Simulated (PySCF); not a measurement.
A structure optimised at PBE-D3(BJ)/def2-SVP, used in a PySCF frequency run:

```xyz
7

Cd     0.0629     0.5810     0.0000
F     -0.4043     2.4735     0.0000
S      0.6557    -1.6826     0.0000
C     -0.9897    -2.5126     0.0000
H     -1.5802    -2.2782     0.9059
H     -0.7719    -3.5985     0.0000
H     -1.5802    -2.2782    -0.9059
```

Write its SMILES, formula and point group.

C[S][Cd][F], CH3CdFS, Cs

What are its rotational constants (standard atomic weights)?

14.082, 1.4687, 1.3417 GHz
